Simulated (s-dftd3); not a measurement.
C₇H₁₅N₂ (SMILES C[CH]N=C(C)NC(C)C), doublet, at a GFN2-xTB geometry; D3(op) for tpssh (s-dftd3 1.4.0).

Here is a job for s-dftd3.
```
$ s-dftd3 mol.xyz --op tpssh --json dftd3.json --noedisp --grad

# file mol.xyz
24

C      3.34900385     0.31032774    -0.65538033
C      2.06030662     1.07116658    -0.67526564
N      0.87108629     0.67628533    -0.30590455
C      0.50267291    -0.34318910     0.42116950
C      1.35154142    -1.14371165     1.37350255
N     -0.81569897    -0.73239201     0.35379018
C     -1.80278142     0.03730434    -0.37167900
C     -2.30713256     1.22146102     0.45737020
C     -2.94926986    -0.88426942    -0.77700676
H      3.93505064     0.55762107    -1.54009566
H      3.17177503    -0.76281394    -0.64031652
H      3.95348824     0.57365750     0.21808120
H      2.08546861     2.06334202    -1.10551251
H      0.78595530    -1.38211992     2.27457911
H      1.66923881    -2.08413685     0.91966500
H      2.23401805    -0.57772322     1.65676201
H     -1.17039874    -1.23072138     1.15780263
H     -1.29504850     0.42063107    -1.26144456
H     -3.01957096     1.80856277    -0.11545716
H     -2.79464287     0.87154719     1.36604533
H     -1.46763277     1.85600773     0.72822377
H     -3.46127080    -1.26448192     0.10540756
H     -2.57170339    -1.72757802    -1.34947080
H     -3.66848333    -0.34358449    -1.38573217
```

The log (banner, timings and long lists left out):

```
-----------------------------------
 s i m p l e   D F T - D 3  v1.4.0
-----------------------------------

Optimized power damping: tpssh-D3(op)
--------------------
   s6        1.0000
   s8        0.4319
   s9        0.0000
   a1        0.5750
   a1        3.0000
  alp       14.0000
 beta        8.0000
--------------------

Dispersion energy:      -1.4028370760748E-02 Eh

Gradient norm:           1.1294863505378E-03 Eh/a0
--------------------------------------------------
     #    Z           dE/dx      dE/dy      dE/dz
--------------------------------------------------
     1    6 C    -2.397E-04  8.427E-05  1.044E-04
     2    6 C     5.276E-04 -6.686E-05  5.121E-05
     3    7 N    -1.597E-05 -9.003E-05 -6.025E-05
     4    6 C     1.942E-04 -4.909E-05  1.870E-05
     5    6 C    -1.451E-05  8.661E-05 -1.963E-04
     6    7 N    -3.285E-04  6.065E-05  6.197E-05
     7    6 C    -1.165E-04  5.797E-05  4.926E-05
     8    6 C    -1.519E-04 -3.203E-04 -9.289E-05
     9    6 C    -1.933E-05  1.506E-04  1.741E-04
    10    1 H     3.279E-05  8.745E-05 -2.264E-05
    11    1 H    -1.752E-04  4.761E-05  2.033E-04
    12    1 H     1.943E-04  5.083E-05 -4.690E-05
    13    1 H     1.801E-04  6.800E-05 -1.033E-04
    14    1 H    -1.322E-04 -7.440E-05 -3.422E-05
    15    1 H     6.165E-05 -1.996E-04  1.257E-04
    16    1 H     1.297E-04  1.070E-04 -3.011E-04
    17    1 H    -8.554E-05 -3.345E-05  6.621E-05
    18    1 H    -8.633E-05 -1.886E-05  1.889E-04
    19    1 H    -2.930E-05 -4.111E-05 -7.913E-05
    20    1 H    -6.180E-05 -6.485E-05 -4.325E-05
    21    1 H    -4.587E-05 -8.899E-06 -6.650E-05
    22    1 H     1.397E-04  6.269E-05  4.763E-05
    23    1 H    -3.261E-06  3.055E-05 -3.754E-05
    24    1 H     4.583E-05  7.322E-05 -7.258E-06
--------------------------------------------------

Virial:
--------------------------------------------------
      component           x          y          z
--------------------------------------------------
          x       4.038E-03  1.516E-03 -1.007E-03
          y       1.516E-03 -7.324E-04 -1.500E-03
          z      -1.007E-03 -1.500E-03 -2.206E-03
--------------------------------------------------

[Info] JSON dump of results written to 'dftd3.json'
```
